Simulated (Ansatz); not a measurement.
Bond stretch in Ge(H)3(tBu), SMILES C[C](C)(C)[GeH3]. The C2–C14 bond (C2 also carries C, C, Ge; C14 carries H, H, H) is varied alone, starting from the PBE0/def2-SVP optimised geometry. Each curve is given relative to its own lowest point near equilibrium.

```json
[
 {"R / Å": "1.25", "A": "44.0", "B": "44.0", "C": "43.9"},
 {"R / Å": "1.34", "A": "17.4", "B": "17.4", "C": "17.4"},
 {"R / Å": "1.42", "A": "5.3", "B": "5.3", "C": "5.4"},
 {"R / Å": "1.48", "A": "1.2", "B": "1.2", "C": "1.2"},
 {"R / Å": "1.53", "A": "0.0", "B": "0.0", "C": "0.0"},
 {"R / Å": "1.57", "A": "0.2", "B": "0.2", "C": "0.2"},
 {"R / Å": "1.63", "A": "2.1", "B": "2.1", "C": "2.0"},
 {"R / Å": "1.75", "A": "9.5", "B": "9.5", "C": "9.2"},
 {"R / Å": "1.83", "A": "16.0", "B": "16.0", "C": "15.5"},
 {"R / Å": "2.04", "A": "35.1", "B": "35.1", "C": "34.1"},
 {"R / Å": "2.22", "A": "51.4", "B": "51.4", "C": "49.8"},
 {"R / Å": "2.51", "A": "74.5", "B": "74.5", "C": "71.8"},
 {"R / Å": "2.84", "A": "90.8", "B": "94.9", "C": "90.6"},
 {"R / Å": "3.19", "A": "97.6", "B": "110.7", "C": "100.0"},
 {"R / Å": "3.77", "A": "101.1", "B": "127.7", "C": "104.9"},
 {"R / Å": "4.47", "A": "102.0", "B": "138.9", "C": "106.2"}
]
```

Energies in kcal/mol.

Question: Match the curves with the methods restricted B3LYP/def2-SVP (Ansatz, a first-principles code); unrestricted B3LYP/def2-SVP (Ansatz); unrestricted PBE/def2-SVP (Ansatz).

Answer: A is UKS-B3LYP; B is RKS-B3LYP; C is UKS-PBE.

The unrestricted determinant behind UKS-PBE, UKS-B3LYP is spin-contaminated at 2.84 to 4.47 Å (<S²> up to 1.0, against 0.00 for a pure singlet). The restricted form behind RKS-B3LYP keeps the bonding electrons paired and can't separate into open-shell fragments.
